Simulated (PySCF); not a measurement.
# Field gradients at the hydrogen positions

Species: C₆H₄F₂.
Geometry (GFN2-xTB, Å), atoms numbered from 1 in this order:
```xyz
12
C6H4F2 angstrom
C      2.002   -0.078    0.308
C      0.681   -0.054    0.122
C     -0.327   -0.985    0.614
C     -1.517   -0.545    0.167
F     -2.707   -1.107    0.388
C     -1.383    0.668   -0.626
C     -0.071    0.949   -0.646
F      0.530    1.973   -1.255
H      2.475   -0.853    0.887
H      2.638    0.681   -0.117
H     -0.125   -1.847    1.216
H     -2.194    1.198   -1.085
```

Level: B3LYP/pcJ-1 (PySCF, non-relativistic); Q(2H) = 0.00286 b; rigid geometry, the same for H and D, with no vibrational averaging.

Problem. Give the electric field gradient Vzz (the principal value of largest size), its asymmetry and the 2H coupling at each hydrogen.

Solution. 
```
atom  bonded to  bond length (Å)  Vzz (au)     η  χzz (kHz)
  H9         C1            1.077    0.3226  0.04        217
 H10         C1            1.077    0.3189  0.04        214
 H11         C3            1.071    0.3389  0.10        228
 H12         C6            1.072    0.3342  0.07        225
```

Geometry: GFN2-xTB; no solvent, vibrations or thermal averaging. GFN2-xTB bond lengths can be off by several hundredths of an ångström, more for odd bonds, and the gradients follow them. A larger basis could move these couplings by a tenth or more.

These values come from a run that also computed spin–spin couplings. The run took 51 s of wall time on one thread of an Arm Neoverse V2, no GPU (shared host).
